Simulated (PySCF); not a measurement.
isocyanic acid (CHNO), SMILES N=C=O. Geometry optimised at ωB97X-D3(BJ)/def2-TZVP.

Calculation: ωB97X-D3(BJ)/def2-TZVP run with PySCF.

Harmonic wavenumbers (cm⁻¹): 568, 652, 798, 1357, 2348, 3712. Rotational constants (GHz): 865.0, 11.12, 10.98; symmetry number 1.

**Question.** Work out the zero-point energy and the ideal-gas rigid-rotor harmonic-oscillator thermochemistry at 298.15 K and 1 atm.

**Answer.** ZPE = ½ Σ hcν = ½ × 9434 cm⁻¹ = 56.43 kJ/mol. H − E(el) = 67.40 kJ/mol. Entropy in J/(mol K): translation 155.66, rotation 78.07, vibration 4.63, total 238.36. G − E(el) = -3.67 kJ/mol. Cp = 44.99 J/(mol K).
